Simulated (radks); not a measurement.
All-electron atom: the barium ion Ba+ in [Xe] 6s1.

Method: Dirac Kohn-Sham, LDA (Slater exchange, Perdew-Wang correlation), spin-unpolarised, spherical densities, point nucleus; computed with a radial shooting solver on a logarithmic mesh with Libxc functionals.

Energy parts (eV):
total: -221306.49
kinetic: 236202.96
electron-nucleus: -538080.77
Hartree: 85788.49
exchange-correlation: -5217.17

Orbitals (lengths in bohr, moments of r in powers of bohr; <r^-3> diverges for s and p1/2; r(90%) holds 90 % of the orbital's charge):
| orbital | occ. | eigenvalue (eV) | <r> | <1/r> | r(90%) | <r^-3> | small-component weight |
|---|---|---|---|---|---|---|---|
| 1s1/2 | 2 | -37196.24 | 0.02560 | 60.65 | 0.0461 | - | 4.27e-02 |
| 2s1/2 | 2 | -5882.933 | 0.1094 | 14.24 | 0.170 | - | 9.22e-03 |
| 2p1/2 | 2 | -5544.385 | 0.09197 | 14.23 | 0.151 | - | 9.26e-03 |
| 2p3/2 | 4 | -5163.141 | 0.09796 | 12.99 | 0.159 | 6289 | 8.74e-03 |
| 3s1/2 | 2 | -1245.924 | 0.2920 | 5.113 | 0.429 | - | 2.78e-03 |
| 3p1/2 | 2 | -1103.574 | 0.2818 | 5.029 | 0.424 | - | 2.73e-03 |
| 3p3/2 | 4 | -1029.921 | 0.2938 | 4.719 | 0.440 | 1245 | 2.59e-03 |
| 3d3/2 | 4 | -779.2652 | 0.2645 | 4.583 | 0.415 | 202.4 | 2.47e-03 |
| 3d5/2 | 6 | -763.5467 | 0.2683 | 4.504 | 0.420 | 185.4 | 2.43e-03 |
| 4s1/2 | 2 | -248.7799 | 0.6742 | 2.105 | 0.970 | - | 8.45e-04 |
| 4p1/2 | 2 | -197.0290 | 0.6971 | 2.001 | 1.02 | - | 7.81e-04 |
| 4p3/2 | 4 | -181.5509 | 0.7247 | 1.898 | 1.06 | 262.1 | 7.33e-04 |
| 4d3/2 | 4 | -96.9021 | 0.7952 | 1.671 | 1.20 | 34.53 | 5.91e-04 |
| 4d5/2 | 6 | -94.2741 | 0.8053 | 1.646 | 1.22 | 31.32 | 5.79e-04 |
| 5s1/2 | 2 | -39.4999 | 1.634 | 0.8125 | 2.35 | - | 1.80e-04 |
| 5p1/2 | 2 | -25.9650 | 1.854 | 0.7092 | 2.71 | - | 1.40e-04 |
| 5p3/2 | 4 | -23.8301 | 1.939 | 0.6734 | 2.84 | 35.84 | 1.29e-04 |
| 5d3/2 | 0 | -7.3461 | 3.071 | 0.4215 | 4.78 | 2.090 | 5.16e-05 |
| 5d5/2 | 0 | -7.1905 | 3.121 | 0.4141 | 4.86 | 1.871 | 4.99e-05 |
| 6s1/2 | 1 | -7.8179 | 4.273 | 0.2960 | 6.15 | - | 2.86e-05 |
| 6p1/2 | 0 | -5.2913 | 5.179 | 0.2427 | 7.46 | - | 1.99e-05 |
| 6p3/2 | 0 | -5.0439 | 5.362 | 0.2342 | 7.70 | 4.231 | 1.88e-05 |

The highest occupied level is 6s1/2 at -7.818 eV. Summed over all electrons, <r^2> = 65.02 bohr^2, which gives a Langevin (diamagnetic) susceptibility term of -51.5 x 10^-6 cm^3/mol. The density falls to 0.001 e/bohr^3 at r = 4.71 bohr. For comparison, the ionisation energy in NIST's Atomic Spectra Database is 10.004 eV (measured). In exact Kohn-Sham theory the highest level is minus the ionisation energy, but local and semilocal functionals leave it too shallow, through self-interaction and a potential that decays too fast; potentials with the right tail come closer.

Beside tabulated values, note that spin-unpolarised runs miss the spin-polarisation part of the exchange energy of open shells.
